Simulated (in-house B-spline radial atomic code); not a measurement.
Checks on a self-consistent run for B2+, [He] (4d5/2)1. Level of theory: Dirac-Hartree-Fock, average of the jj configuration, Fermi nucleus of rms radius 2.406 fm; calculated with an all-electron radial atomic-structure program (B-spline basis).

```csv
orbital,q,ε (Eh),<1/r>,<r²>,small-component weight
1s1/2,2,-9.35715,4.69031,0.141797,0.00029278
4d5/2,1,-0.28138,0.187733,55.9326,7.5068e-06
```

Electron-electron repulsion V_ee = 3.2789 hartree.

Problem. What total energy follows from the eigenvalues?

Solution. The eigenvalues count the repulsion twice, so E = Σqε - V_ee = -18.996 - 3.279 = -22.275 hartree; the run printed -22.275.

Problem. Does the Dirac virial theorem hold?

Solution. For a point nucleus E = -2c²Σq·w, with w the small-component weight. Here Σq·w = 0.00059307 and c = 137.0360, so the ratio E/(-2c²Σq·w) is 1.000000.

Problem. What diamagnetic shielding (Lamb formula) and susceptibility (Langevin formula) do the radii give?

Solution. σ = (α²/3)Σq<1/r> = 9.56835/(3·137.036²) = 169.84 ppm, and χ = -0.79199×10⁻⁶·Σq<r²> = -44.52×10⁻⁶ cm³/mol with Σq<r²> = 56.216 bohr². Both are non-relativistic formulas without the paramagnetism of open shells.
